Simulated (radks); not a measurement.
Radial electron density D(r) = 4 pi r^2 rho(r) of an atom or ion with 24 electrons. Calculated with a radial shooting solver on a logarithmic mesh with Libxc functionals: Dirac Kohn-Sham, LDA (Slater exchange, VWN5 correlation), spin-unpolarised, spherical densities, finite nucleus; Fermi nuclear charge, rms radius of each element as measured or else 0.836 A^(1/3) + 0.57 fm.

r (bohr)  D(r) (e/bohr)
0.002086         0.5080
0.002409         0.6642
0.002783         0.8663
0.003214          1.127
0.003711          1.461
0.004286          1.887
0.00495           2.427
0.005717          3.107
0.006602          3.954
0.007625          4.999
0.008805          6.273
0.01009           7.711
0.01165           9.503
0.01346           11.58
0.01554           13.92
0.01795           16.48
0.02073           19.18
0.02394           21.88
0.02764           24.40
0.03192           26.53
0.03687           28.04
0.04258           28.73
0.04917           28.50
0.05679           27.40
0.06559           25.68
0.07574           23.82
0.08748           22.40
0.101             22.01
0.1167            22.97
0.1347            25.20
0.1556            28.05
0.1797            30.49
0.2059            31.35
0.2378            29.98
0.2746            26.23
0.3171            20.95
0.3663            15.66
0.423             11.88
0.4885            10.41
0.5642            10.96
0.6516            12.37
0.7525            13.29
0.869             12.87
1.004             11.10
1.159             8.586
1.339             6.052
1.546             4.004
1.785             2.600
2.062             1.741
2.381             1.234
2.75             0.9114
3.176            0.6710
3.668            0.4715
4.202            0.3140
4.853            0.1842
5.605           0.09508
6.473           0.04223
7.475           0.01580
8.633          0.004866
9.97           0.001207
11.51         0.0002356

What is the nuclear charge?

Answer. Z = 24. The innermost maximum, from 1s, lies near gamma/Z bohr with gamma = sqrt(1 - (Z/c)^2) = 0.985, here 0.041 bohr (found: 0.0443), and its height grows with Z. The density is that of neutral chromium in [Ar] 3d5 4s1; the configuration itself is not fixed sharply by these data, and Z only to about a unit. D(r) has 3 maxima, at r = 0.0443, 0.204, 0.777 bohr, and minima at 0.0986, 0.500 bohr, inside which lie 2.14, 10.58 electrons.
